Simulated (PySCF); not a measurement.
Cl$_{5}$W, doublet, geometry from GFN2-xTB (such geometries of metal compounds can be far from the true shape) (the multiplicity is a formal guess) (core potentials on W). Base run: PySCF with DF-HF/def2-SVP.

Input for PySCF:
```python
from pyscf import gto, scf

mol = gto.Mole()
mol.atom = '''
    W    -0.00000000   -0.00000000   -0.00000000
    Cl    1.86471109   -0.42629472   -1.13039827
    Cl    0.91139822   -0.99847101    1.87998987
    Cl   -0.91139822    0.99847101   -1.87998987
    Cl   -1.65420871   -1.48326246    0.01417471
    Cl   -0.21050239    1.90955718    1.11622355
'''
mol.basis = 'def2-svp'
mol.ecp = {'W': 'def2-svp'}
mol.spin = 1
mol.verbose = 4
mol.symmetry = True
mol.build()

mf = scf.UHF(mol)
mf = mf.density_fit(auxbasis='def2-universal-jkfit')
mf.kernel()
mf.analyze()
```

The base run was repeated with changes; each row names its change, and settings that it needs were set with it.

```csv
change,ΔE vs base (eV),point group used,SCF cycles
base,0.00,C2v,13
"irrep_nelec = A1:(21, 21) A2:(4, 4) B1:(13, 12) B2:(12, 12)",1.39,C2v,13
symmetry = off,0.00,C1,17
symmetry_subgroup = C2,0.00,C2,13
"irrep_nelec = A1:(20, 21) A2:(5, 4) B1:(12, 12) B2:(13, 12)",3.17,C2v,14
symmetry_subgroup = Cs,0.00,Cs,13
"irrep_nelec = A1:(20, 21) A2:(6, 4) B1:(12, 12) B2:(12, 12)",16.33,C2v,17
"irrep_nelec = A1:(20, 21) A2:(5, 4) B1:(13, 12) B2:(12, 12)",4.21,C2v,16
```

Open shells are given as the SCF converged; they aren't shown to be the lowest states, and a large step between rows can be another state.
